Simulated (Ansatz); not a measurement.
`CO[CH2][AlH2]` + `C[SiH2]BN` → `C[SiH2]B[NH][AlH2]` + `COC`  (ligand exchange at the Al–C bond)

Isolated molecules relaxed with PBE0-D4/def2-TZVP in Ansatz; ΔE leaves out vibrations. CCSD(T)/CBS adds triple-zeta CCSD(T) − MP2 to the extrapolated MP2 energy (def2 sets, frozen cores). DFT in def2-TZVPP. B3LYP here is the variant with VWN-RPA as its local correlation; programs differ in this. Each species was taken in one conformer, which may not be the lowest.

| level | ΔE (kJ/mol) |
| --- | --- |
| B2PLYP | -91.4 |
| PBE | -79.6 |
| r2SCAN | -90.0 |
| B3LYP | -86.4 |
| MP2/def2-TZVPP | -97.1 |
| CCSD(T)/def2-TZVPP | -94.4 |
| SCS-MP2/def2-QZVPP | -96.4 |
| HF/CBS(def2) | -98.8 |

(1) What does CCSD(T)/CBS give? (Best estimate.)

Largest T1 diagnostic among the species: 0.012.

## Answers

(1) Computed: -93.1 kJ/mol. The listed levels differ from it by 1.7, 13.5, 3.1, 6.7, -4.0, -1.3, -3.3, -5.7 kJ/mol.

The D4 term adds −5.2 kJ/mol with B3LYP and −3.0 kJ/mol with PBE0; it sums over pairs of atoms, weighted by their polarisabilities, and B3LYP, whose exchange is more repulsive, gets the larger term. From PBE to PBE0 (25 % exact exchange), in def2-TZVPP and without D4, ΔE moves by −4.4 kJ/mol.
